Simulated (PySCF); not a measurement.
## A small calculation by hand: oscillator strength and radiative lifetime

Be(F)(NH2) (BeFH2N), SMILES [NH2][Be][F].

Coordinates come from a TPSSh-D3(BJ)/def2-TZVP optimisation. The values are those of a single conformer.

TDDFT-CAM-B3LYP/def2-TZVPD run with PySCF 2.14.0 puts the first singlet state with f over 0.02 at 5.75 eV (vertical), with the transition dipole (-0.724, 0.000, 0.000) in atomic units.

Task: Find the oscillator strength, the wavelength and the radiative lifetime that this transition would have in vacuum if emission retraced absorption.

Result: 
|μ|² = 0.5242 au, so |μ| = 1.84 D. ΔE = 5.75/27.211 = 0.2113 hartree. f = (2/3) ΔE |μ|² = 0.074 (the program prints 0.074).
λ = 1239.84/5.75 = 216 nm; ν = 46377 cm⁻¹.
Einstein's coefficient A = 0.6670 ν² f s⁻¹ (ν in cm⁻¹) = 1.1e8 s⁻¹, so τ = 1/A = 9.4 ns. This state is S1. The figure is the radiative limit of this one transition; relaxation, internal conversion, crossing to triplets and a medium change what is measured.
